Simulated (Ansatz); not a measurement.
Stepwise reaction of `C[SiH2][SiH](C)Cl` with hydrogen, as a gas-phase model of exchange steps in deposition or etching. ΔE in kJ/mol.

Isolated molecules relaxed with PBE0-D4/def2-TZVP in Ansatz; ΔE leaves out vibrations. CBS: MP2 limit from def2 TZ/QZ plus the TZ coupled-cluster correction, frozen cores. This one scheme is used for every species. Functionals use def2-TZVPP. B3LYP here is the variant with VWN-RPA as its local correlation; programs differ in this. One conformer a species, not always the lowest.

| step | reaction | PBE-D4 | B3LYP-D4 | ωB97M-V | CCSD(T)/CBS |
| --- | --- | --- | --- | --- | --- |
| 1 | `C[SiH2][SiH](C)Cl` + H₂ → `C[SiH2][SiH2]Cl` + CH₄ | -16.9 | -22.0 | -19.2 | -19.1 |

Question: Give the row of step 2, `C[SiH2][SiH2]Cl` + H₂ → `[SiH3][SiH2]Cl` + CH₄. (Best estimate.)

Answer: Ansatz gave: 
```json
{"step": "2", "reaction": "`C[SiH2][SiH2]Cl` + H₂ → `[SiH3][SiH2]Cl` + CH₄", "PBE-D4": "-24.1", "B3LYP-D4": "-29.3", "ωB97M-V": "-26.5", "CCSD(T)/CBS": "-26.4"}
```

Question: By hand: ΔE of the 2 steps together at CCSD(T)/CBS.

Answer: (-19.1) + (-26.4) = -45.5 kJ/mol, or -22.8 kJ/mol a step.

In ΔE each step is lower than the one before. All are downhill at CCSD(T)/CBS. PBE-D4 differs from CCSD(T)/CBS by 2.2 to 2.3 kJ/mol a step. Isolated molecules leave out the surface, adducts and barriers. Largest T1 diagnostic: 0.011.
